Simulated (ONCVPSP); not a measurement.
# What one change does to a pseudopotential (tungsten, ONCV)

ONCVPSP 4.0.1 input, shortened (lines: element, Z, core and valence counts, functional; n l f; lmax; l rc ep ncon nbas qcut; lloc lpopt rc5 dvloc0; l nproj debl; icmod fcfact rcfact), PBEsol, scalar-relativistic:

```
  W 74.00   10    4  -116133      upf
    1    0    2.00
    2    0    2.00
    2    1    6.00
    3    0    2.00
    3    1    6.00
    3    2   10.00
    4    0    2.00
    4    1    6.00
    4    2   10.00
    4    3   14.00
    5    0    2.00
    5    1    6.00
    5    2    4.00
    6    0    1.00
    2
    0    1.75    0.00    4    7    8.50
    1    1.75    0.00    3    6    7.90
    2    2.10    0.00    4    9    7.40
    4    5    1.70   -1.00
    0    2    3.00
    1    2    3.30
    2    2    0.80
    3    1.50    1.10
```

All-electron outer shells of the reference configuration (PBEsol, scalar-relativistic, ld1.x):

```
shell  level (eV)  outermost node (bohr)  outermost maximum (bohr)
   5s      -86.62                   0.53                      0.96
   5p      -50.75                   0.57                      1.09
   4f      -40.74                      –                      0.43
   6s      -12.22                   1.28                      2.58
   5d      -11.77                   0.63                      1.49
```

Change: d: rc 2.64.

Cutoffs: the cutoffs (Ha) at which the residual kinetic energy of the hardest occupied pseudo-wave falls to 1 and 0.1 mHa per electron; they do not see the model core or the augmentation charge, which bear on the density cutoff. Errors are all-electron minus pseudo energies relative to the spin-unpolarised reference configuration.

Q: How do hardness, ghosts and transferability respond?

A: The potential gets neither clearly harder nor softer (22 Ha and 26 Ha → 22 Ha and 26 Ha); of the 4 tests that both files solve, the error grows in 0 and shrinks in 1 by more than 15 % and 0.3 meV (median size 3.3 → 3.3 meV); neither file shows a bound ghost.

| quantity | base | changed |
| --- | --- | --- |
| cutoff, loose | 22 Ha | 22 Ha |
| cutoff, tight | 26 Ha | 26 Ha |
| loose cutoff by channel | s 22 Ha, p 18 Ha, d 15 Ha | s 22 Ha, p 18 Ha, d 14 Ha |
| bound ghosts | none | none |
| GHOST(+) flags under 300 eV | s at 280.2 eV | s at 280.2 eV |
| error for 5s2 5p6 5d4 6s2, meV [ΔE -8.93 eV] | +3.0 | +3.2 |
| error for 5s2 5p6 5d4 6s0, meV [ΔE 15.70 eV] | -3.6 | -3.5 |
| error for 5s2 5p6 5d3 6s0, meV [ΔE 41.10 eV] | -10 | -8.6 |
| error for 5s2 5p6 5d5 6s1, meV [ΔE -7.38 eV] | -2.3 | -1.7 |
| s: phases at 1.77 bohr within 0.05 rad from the reference energy up to (Ha; the scan ends near 5) | to the end of the scan | to the end of the scan |
| p: phases at 1.77 bohr within 0.05 rad from the reference energy up to (Ha; the scan ends near 5) | to the end of the scan | to the end of the scan |
| rms error of d²Exc/dni dnj with the model core, mHa | 4.66 | 4.67 |
